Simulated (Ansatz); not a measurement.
Geometry optimisation, RHF/def2-SVP in Ansatz.

Input file:

```yaml
crystal:
  periodic: [false, false, false]
  atoms:
    - { symbol: Al, position_ang: [-0.177281, -0.146194, -0.146665] }
    - { symbol: H, position_ang: [-0.174677, -0.360525, 1.402282] }
    - { symbol: Cl, position_ang: [1.679108, 0.105021, -1.127595] }
    - { symbol: "N", position_ang: [-1.640556, -0.257462, -1.111546] }
    - { symbol: H, position_ang: [-2.560099, -0.397447, -0.738433] }
    - { symbol: H, position_ang: [-1.688903, -0.130042, -2.104461] }
    - { symbol: O, position_ang: [0.110303, 2.242254, 1.593169] }
    - { symbol: H, position_ang: [1.010836, 2.532837, 1.626414] }
    - { symbol: H, position_ang: [0.098569, 1.379558, 2.039537] }
basis:
  gaussian: { orbitals: def2-SVP }
hamiltonian:
  xc: hf
relax:
  f_tol: 0.03
  max_steps: 50
```

Run as:

```bash
$ ansatz run input.yaml --threads 1 --pin off --max-ram 2048MiB --backend cpu --events-out ev --progress --plain --runs-dir out
```

Where does it end, and by what steps?

The run converged. After 17 steps the energy has fallen by 0.723 eV; H8 moved furthest, 0.81 Å. Joined: Al1–O7 (2.97 → 2.03 Å).

```tsv
step	energy less start (eV)	largest force component (eV/Å)	accepted
0	0.0000	1.407	yes
1	0.0040	2.984	no
2	-0.0937	1.129	yes
3	-0.1457	1.270	yes
4	-0.2632	1.860	yes
5	-0.4471	1.455	yes
6	-0.6368	0.933	yes
7	-0.6978	0.454	yes
8	-0.7103	0.261	yes
9	-0.7145	0.197	yes
10	-0.7211	0.059	yes
11	-0.7222	0.034	yes
12	-0.7228	0.042	yes
13	-0.7230	0.037	yes
14	-0.7232	0.039	yes
15	-0.7233	0.051	yes
16	-0.7233	0.056	yes
17	-0.7234	0.029	yes
```

```xyz
9
Properties=species:S:1:pos:R:3
Al -0.132 -0.027 0.151
H -0.143 -0.951 1.435
Cl 1.753 0.310 -0.864
N -1.561 0.002 -0.904
H -2.444 -0.415 -0.680
H -1.581 0.356 -1.841
O 0.023 1.738 1.140
H 0.809 2.223 0.910
H -0.066 1.731 2.086
```

Whether the end is a true minimum wasn't checked by a vibrational analysis.

Time of the run: 28 s on 1 thread of Intel(R) Xeon(R) Platinum 8488C (Sapphire Rapids), with other jobs on the host, peak memory 0.17 GiB.
